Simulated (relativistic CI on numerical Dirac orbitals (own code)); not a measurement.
# W5+: 5p photoemission

Computed with this model: Dirac-Coulomb-Breit CI, separate exchange-only KLI orbitals for each configuration, QED by a radiative potential, valence Slater integrals scaled by 0.7, multiplet model of photoemission in the sudden approximation; configurations [Xe] 4f14 5d → [Kr] 4d10 4f14 5s2 5p5 5d; 80 K; Lorentzian 1.05 eV and Gaussian 0.6 eV FWHM. Energies are those of the free ion, without screening or charge transfer. The energies are binding energies and can lie tens of eV above those of solids. S is read from ⟨S²⟩ = S(S + 1).

Field parameters in Wybourne normalisation: Oh B⁴₀ = 21Dq, B⁴₄ = √(5/14) B⁴₀. The field is a parameter set, without covalency.

free ion: ground-state S = 0.50, centroid 108.55 eV. Peaks (eV, height): 104.6 (100), 109.8 (10), 115.0 (43), 120.2 (22).

Oh, 10Dq = 10000 cm⁻¹: ground-state S = 0.50, centroid 108.57 eV. Peaks (eV, height): 104.6 (100), 110.2 (10), 115.0 (46), 117.0 (12), 120.6 (17).

Oh, 10Dq = 27550 cm⁻¹: ground-state S = 0.50, centroid 108.60 eV. Peaks (eV, height): 104.6 (100), 111.4 (9), 115.2 (48), 117.8 (20), 122.0 (8).

Strongest unbroadened transitions for Oh, 10Dq = 27550 cm⁻¹:

| Energy (eV) | Relative strength |
| --- | --- |
| 103.20 | 33.6 |
| 103.73 | 90.5 |
| 104.46 | 100.0 |
| 104.60 | 37.7 |
| 104.62 | 54.7 |
| 104.81 | 84.0 |
| 105.09 | 33.1 |
| 105.30 | 30.1 |
| 105.57 | 47.6 |
| 107.11 | 14.5 |
| 107.87 | 5.4 |
| 108.19 | 0.8 |
| 111.48 | 23.4 |
| 115.12 | 67.3 |
| 115.14 | 99.8 |
| 116.18 | 2.2 |
| 117.84 | 61.6 |
| 121.93 | 26.6 |
